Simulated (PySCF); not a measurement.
A structure optimised at PBE0-D3(BJ)/def2-SVP, used in a PySCF frequency run:

```xyz
15

F      1.7413    -0.3275     0.0000
C      0.3971     0.0131     0.0000
Si    -0.5858    -1.6214     0.0000
C     -0.0141     1.0316     1.0739
C     -0.8554     1.7469     0.0000
C     -0.0141     1.0316    -1.0739
H     -2.0515    -1.3214     0.0000
H     -0.2435    -2.4075    -1.2216
H     -0.2435    -2.4075     1.2216
H     -0.5048     0.6741     1.9925
H      0.8733     1.6218     1.3516
H     -0.8492     2.8457     0.0000
H     -1.9013     1.4061     0.0000
H      0.8733     1.6218    -1.3516
H     -0.5048     0.6741    -1.9925
```
Charge 0, spin multiplicity 1.

Task: Write its SMILES, formula and point group.

Result: FC1([SiH3])CCC1, C4H9FSi, Cs

Task: What are its rotational constants (standard atomic weights)?

Result: 3.8660, 2.4039, 1.9729 GHz
